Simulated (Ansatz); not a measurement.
Reaction (formal exchange of groups at the Se–C bond): `C/C=C(\F)[SeH]` + `CB(C)Cl` → `CB(Cl)[SeH]` + `C/C=C(/C)F`

Calculated with Ansatz (gas phase, PBE0-D4/def2-TZVP geometries, no zero-point term in ΔE). CCSD(T)/CBS is the MP2 limit (def2-TZVPP, def2-QZVPP) plus CCSD(T) − MP2 in def2-TZVPP, frozen cores. Double bonds are as drawn, so ΔE can hold a change between cis and trans. DFT in def2-TZVPP. B3LYP here is the variant with VWN-RPA as its local correlation; programs differ in this. For Se outer-core shells are correlated without core-valence functions, which leaves a few kJ/mol of doubt a bond. Scalar relativity is left out up to krypton. One conformer a species, not always the lowest.

| level | ΔE (kJ/mol) | difference from CCSD(T)/CBS |
| --- | --- | --- |
| PBE-D4 | -84.7 | 4.7 |
| r2SCAN-D4 | -86.8 | 2.6 |
| PBE0-D4 | -88.1 | 1.3 |
| B3LYP-D4 | -84.1 | 5.3 |
| ωB97X-V | -84.4 | 5.0 |
| ωB97M-V | -83.6 | 5.8 |
| B2PLYP | -85.9 | 3.5 |
| PBE | -84.4 | 5.0 |
| r2SCAN | -86.8 | 2.6 |
| PBE0 | -87.8 | 1.6 |
| B3LYP | -83.5 | 5.9 |
| HF/def2-TZVPP | -89.2 | 0.2 |
| MP2/def2-TZVPP | -89.8 | -0.4 |
| SCS-MP2/def2-TZVPP | -87.6 | 1.8 |
| CCSD/def2-TZVPP | -87.8 | 1.6 |
| CCSD(T)/def2-TZVPP | -87.7 | 1.7 |
| HF/def2-QZVPP | -88.2 | 1.2 |
| MP2/def2-QZVPP | -90.4 | -1.0 |
| SCS-MP2/def2-QZVPP | -88.0 | 1.4 |
| HF/CBS(def2) | -88.1 | 1.3 |
| MP2/CBS(def2) | -91.5 | -2.1 |
| CCSD/CBS(def2) | -89.6 | -0.2 |
| CCSD(T)/CBS | -89.4 | 0 |

Largest T1 diagnostic among the species: 0.011.

From PBE to PBE0 (25 % exact exchange), in def2-TZVPP and without D4, ΔE moves by −3.4 kJ/mol.
